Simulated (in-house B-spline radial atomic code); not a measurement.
# Eu II (Eu+): [Xe] (4f5/2)5 (4f7/2)2 (6p3/2)1 (an excited or competing configuration)

All numbers are computed (Dirac-Hartree-Fock, average of the jj configuration; Fermi nucleus of rms radius 5.1115 fm) with an all-electron radial atomic-structure program (B-spline basis), not measured.

Z_r = [3n² - l(l+1)]/(2<r>); Z_e = n√(-2ε); the last column is Slater's effective charge. Values are occupation-weighted means over j. An effective charge above Z reflects the relativistic contraction of the inner shells.

```tsv
shell	electrons	ε (eV)	<r> (bohr)	Z_r	Z_e	Slater
1s	2	-48812	0.02231	67.22	59.90	62.70
2s	2	-8137.6	0.0945	63.49	48.91	58.85
2p	6	-7267.7	0.08362	59.80	46.22	58.85
3s	2	-1846	0.2483	54.38	34.94	51.75
3p	6	-1567	0.2467	50.66	32.20	51.75
3d	10	-1182.2	0.2256	46.55	27.96	41.85
4s	2	-394.98	0.5665	42.37	21.55	35.25
4p	6	-300.14	0.599	38.40	18.79	35.25
4d	10	-162.32	0.657	31.96	13.82	23.85
5s	2	-62.434	1.409	26.62	10.71	11.30
5p	6	-37.245	1.636	22.31	8.27	11.30
4f	7	-19.485	0.9126	19.72	4.79	14.90
6p	1	-7.4549	5.25	10.10	4.44	3.20
```

The least bound orbital is 6p3/2 at -7.455 eV, and it is also the most diffuse (<r> = 5.25 bohr).

For the 1s electron the small component carries 5.5 % of the norm, the zero-frequency Breit interaction raises the level by 143.3 eV, self-energy by 85.42 eV, and vacuum polarisation lowers it by 13.72 eV.
